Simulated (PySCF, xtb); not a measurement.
C5H10Si, SMILES C=C[SiH2]/C=C/C.

GFN2-xTB run with xtb 6.7.1 at its own geometry gives an orbital gap of 4.27 eV and a dipole moment of 0.79 D.

Geometry optimised at B3LYP-D3(BJ)/def2-SVP. The structure was generated by enumeration; whether it is a known compound was not checked. One conformer was computed; it need not be the lowest.

Question: What does PySCF with PBE/def2-TZVP give? (Estimate from the structure and the level; the computed values follow.)

Answer: gap 4.79 eV (levels -6.32 and -1.53 eV), dipole 1.14 D.
